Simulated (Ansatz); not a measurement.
| atom | x (Å) | y (Å) | z (Å) |
| --- | --- | --- | --- |
| S | 0.0000 | 0.0000 | -0.3713 |
| O | 0.0000 | 1.2504 | 0.3713 |
| O | 0.0000 | -1.2504 | 0.3713 |

Basis set: 6-31G* (spherical functions). Frozen core: 7 orbitals. Charge 0, multiplicity 1.

Computed with Ansatz (development build ahead of 0.2.0); each method stands on the lowest determinant of its kind that the runs found. Restricted open shells among the atoms or ions are ROHF, correlated in semicanonical orbitals with singles.

(1) Give the atomization energy at this shape (free ground-state atoms in the same class of orbitals less the molecule, no zero-point energy) of singlet SO2 by RHF-MP2, RHF.

Results:

(1)

```csv
method,atomization energy
RHF-MP2,229.44 kcal/mol
RHF,84.13 kcal/mol
```
